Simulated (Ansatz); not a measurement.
**Which isomer of C4H5BO gives these data?**

These gas-phase data were calculated for one isomer of C4H5BO at B3LYP-D3(BJ)/def2-SVP (harmonic, unscaled wavenumbers; equilibrium rotational constants with average atomic masses):

```
rotational constants            : 7.504, 3.445, 2.361 GHz
all wavenumbers above 1500 cm⁻¹ : 3838, 3214, 3197, 3173, 3160, 1646, 1604
```

Candidates:

(1) `OC1=CBC=C1`, a singlet
(2) `OB1C=CC=C1`, a singlet

Q: Which candidate do the data belong to?

A: Candidate (2). No mode falls between 2350 and 2900 cm⁻¹, where the B–H stretch of (1) would stand.

The same quantities for all candidates:

|  | rotational constants (GHz) | wavenumbers above 1500 cm⁻¹ | E above the lowest, B3LYP-D3(BJ)/def2-SVP (kcal/mol) |
| --- | --- | --- | --- |
| (1) | 7.813, 3.642, 2.484 | 3780, 3210, 3202, 3184, 2627, 1653, 1615 | 40.1 |
| (2) | 7.504, 3.445, 2.361 | 3838, 3214, 3197, 3173, 3160, 1646, 1604 | 0.0 |

Each candidate is one conformer. Programs: Ansatz 0.2.0.
